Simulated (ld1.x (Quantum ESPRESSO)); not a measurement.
## Si (Z = 14): variants of one ultrasoft potential

Base potential:

ld1.x (Quantum ESPRESSO) 7.5 input, shortened:

```
&input
   title='Si', zed=14., rel=1, dft='PZ', iswitch=3,
   config='[Ne] 3s2 3p1'
 /
 &inputp
   pseudotype=3, tm=.true., lloc=-2, rcloc=1.45,
   nlcc=.true., new_core_ps=.true., rcore=1.45,
   which_augfun='PSQ', rmatch_augfun=1.20
 /
4
3S  1  0   2.00   0.00  1.25  1.60  0.0
3S  1  0   0.00   0.60  1.25  1.60  0.0
3P  2  1   1.00   0.00  1.30  1.60  0.0
3P  2  1   0.00   0.05  1.30  1.60  0.0
 &test
   configts(1)='3s2 3p1'
 /
```

Cutoffs, loose and tight: the cutoffs (Ry, on a coarse ladder) from which the occupation-weighted sum of valence levels, in a spherical-Bessel basis at the reference potential, stays within 10 and 1 mRy of its value at 400 Ry. They do not see the model core or the augmentation charge, which bear on the density cutoff. Test errors are all-electron minus pseudo excitation energies from the reference, over the configurations 3s2 3p2; 3s2 3p0; 3s1 3p0; 3s1 3p3; 3s2 3p1.5; 3s0 3p4; 3s2 3p2.3 (two spin-polarised tests are not counted in the largest error). A dash means not determined; rows that change the core or the reference have their own tests.

| change | outcome | cutoff, loose | cutoff, tight | bound ghosts | largest test error (meV) |
| --- | --- | --- | --- | --- | --- |
| base | generated | 12 Ry | 18 Ry | none | -24 |
| core correction none | generated | 12 Ry | 18 Ry | none | +142 |
| core correction Bessel-smoothed model core inside 0.72 bohr | generated | 12 Ry | 18 Ry | none | -43 |
| core correction Bessel-smoothed model core inside 0.86 bohr | generated | 12 Ry | 18 Ry | none | -42 |
| core correction Bessel-smoothed model core inside 1.14 bohr | generated | 12 Ry | 18 Ry | none | -37 |
| core correction Bessel-smoothed model core inside 1.32 bohr | generated | 12 Ry | 18 Ry | none | -31 |
| core correction Bessel-smoothed model core inside 1.52 bohr | generated | 12 Ry | 18 Ry | none | -18 |
| core correction Bessel-smoothed model core inside 1.66 bohr | generated | 12 Ry | 18 Ry | none | +4.1 |
| core correction Bessel-smoothed model core inside 1.88 bohr | generated | 12 Ry | 18 Ry | none | +35 |
